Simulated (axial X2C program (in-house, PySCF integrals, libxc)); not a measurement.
**HfSe⁻: from Re and ωe to a spectrum**

A bond curve at the B3LYP level, 2c, was computed with an in-house relativistic program for diatomic molecules (basis Hf dyall-acv3z [14s15p10d7f4g], Se dyall-acv3z [9s10p7d5f1g] (cores contracted in-house)) for the state Ω = 3/2 (⟨Sz⟩ = -0.47, ⟨Lz⟩ = 1.97 at B3LYP). Its fit gives Re = 2.3931 Å, ωe = 283.0 cm⁻¹, ωexe = 0.493 cm⁻¹ and αe = 1.295e-04 cm⁻¹; the masses are 179.9465 and 79.9165 u. Two-component means X2C with spin–orbit coupling and atomic mean-field Coulomb and Gaunt terms.

Question: Find the reduced mass, Be and the force constant.

Answer: From the B3LYP values: μ = 55.3395 u. Be = 16.8576/(μ Re²) = 0.05319 cm⁻¹. k = 5.8918×10⁻⁷ μ ωe² = 2.61 mdyn/Å.

Question: Where do the fundamental and the first overtone lie?

Answer: ν(1←0) = ωe − 2ωexe = 282.0 cm⁻¹; ν(2←0) = 2ωe − 6ωexe = 563.0 cm⁻¹.

Question: A Morse curve ties αe to the other constants (Pekeris). How well does that hold?

Answer: αe(Morse) = 6Be²/ωe × (√(ωexe/Be) − 1) = 1.226e-04 cm⁻¹; the B3LYP curve gives 1.295e-04 cm⁻¹, a ratio of 0.95.

Question: Estimate the centrifugal constant by the Kratzer relation.

Answer: D = 4Be³/ωe² = 7.52e-09 cm⁻¹.

One determinant describes the state; a PBE0 search over occupations chose it and may have missed a lower one. Density functionals use the spin component along the axis (collinear). Other states lie close and PBE0, whose exact exchange favours high spin, may order them wrongly; the determinant shown need not be the ground state. The nearest other 2c determinant of the search, Ω = 1/2, lies 0.29 eV up at the distance of the search. Without a current term, density functionals place determinants with orbital angular momentum somewhat too high. The highest occupied level of some functionals is positive through self-interaction error; at Hartree–Fock it is bound.
